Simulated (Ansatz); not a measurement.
Compare A (`[SiH3][SiH2]CC=S`) with its isomer B (`SC1[SiH2]C[SiH2]1`).

Program: Ansatz. Geometries: PBE0-D4/def2-TZVP. ΔE: electronic, gas phase. CCSD(T)/CBS is the MP2 limit (def2-TZVPP, def2-QZVPP) plus CCSD(T) − MP2 in def2-TZVPP, frozen cores. Functionals use def2-TZVPP. B3LYP here is the variant with VWN-RPA as its local correlation; programs differ in this. Each species was taken in one conformer, which may not be the lowest.

Question: Which isomer does CCSD(T)/CBS put lower? Give the gap. (Best estimate.)

Answer: The calculation gave: B, by 72.3 kJ/mol.

Question: Give E(B) − E(A) in kJ/mol with PBE-D4, B3LYP, ωB97M-V, B2PLYP, CCSD(T)/def2-TZVPP, MP2/def2-TZVPP, CCSD/def2-TZVPP. (An estimate is asked.)

Answer: Computed: PBE-D4 -61.6, B3LYP -52.6, ωB97M-V -82.7, B2PLYP -61.1, CCSD(T)/def2-TZVPP -65.1, MP2/def2-TZVPP -79.9, CCSD/def2-TZVPP -69.2. None reverses the order clearly.

Largest T1 diagnostic: 0.016.

In def2-TZVPP, CCSD(T) changes the Hartree–Fock value by −5.3 kJ/mol (the triples alone add +4.1 kJ/mol) and MP2 by −20.2 kJ/mol. The D4 term adds −3.4 kJ/mol with B3LYP and −1.3 kJ/mol with PBE0; it sums over pairs of atoms, weighted by their polarisabilities, and B3LYP, whose exchange is more repulsive, gets the larger term.
